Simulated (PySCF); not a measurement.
# Hg(2+) (mercury, charge +2): UHF calculation

Configuration: [Xe] 4f14 5d10, closed-shell 1S. All numbers are calculated (PySCF 2.14, a scalar-relativistic core potential, in def2-SVP with the def2 core potential (60 electrons)).

* Total energy: -151.607036 hartree
* One-electron energy: -256.4206 hartree
* Hartree (Coulomb) energy: 117.4814 hartree
* Exchange energy: -12.6678 hartree
* ⟨S²⟩: 0.0000
* ⟨L²⟩: 0.000
* Sum of ⟨r⟩: 22.72 bohr
* Sum of ⟨r²⟩: 33.43 bohr²
* Time after the integrals: 0.08 s of wall time on 1 thread of Intel(R) Xeon(R) Platinum 8559C (shared host)

```csv
shell,electrons,mean orbital energy (hartree),"rms radius, mean of both spins (bohr)"
5s,2,-5.73237,0.980
5p,6,-3.73081,1.12
5d,10,-1.29438,1.55
```

Energies and moments cover only the electrons outside the core potential. Spin-orbit coupling, which splits the p, d and f shells strongly at this Z, is absent.
